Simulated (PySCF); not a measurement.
SMILES O[Si](O)(O)[Si](F)(F)F (CAM-B3LYP/def2-SVP optimised geometry):

```
11

Si    -0.655     0.645     0.000
F     -2.227     0.754     0.324
F      0.099     1.550     1.095
F     -0.431     1.370    -1.418
Si     0.100    -1.550     0.000
O     -0.458    -2.309     1.343
O      1.741    -1.550     0.000
O     -0.457    -2.311    -1.343
H     -1.356    -2.657     1.368
H      2.227    -1.409     0.820
H     -0.011    -2.193    -2.188
```

Method: CAM-B3LYP/def2-TZVP run with PySCF.

Question: What are the frontier orbital energies and the dipole moment?

Answer: HOMO-2 -11.64 eV, HOMO-1 -11.64 eV, HOMO -10.14 eV, LUMO 0.81 eV, LUMO+1 0.82 eV; dipole moment 2.22 D.

On the same geometry PBE/def2-TZVP (PySCF) gives HOMO-2 -8.30 eV, HOMO-1 -8.30 eV, HOMO -7.24 eV, LUMO -1.05 eV, LUMO+1 -1.05 eV; dipole moment 2.26 D.

Meta-Löwdin charges at CAM-B3LYP/def2-TZVP: Si1 1.37, F2 -0.49, F3 -0.49, F4 -0.49, Si5 1.29, O6 -0.76, O7 -0.76, O8 -0.76, H9 0.37, H10 0.37, H11 0.37.
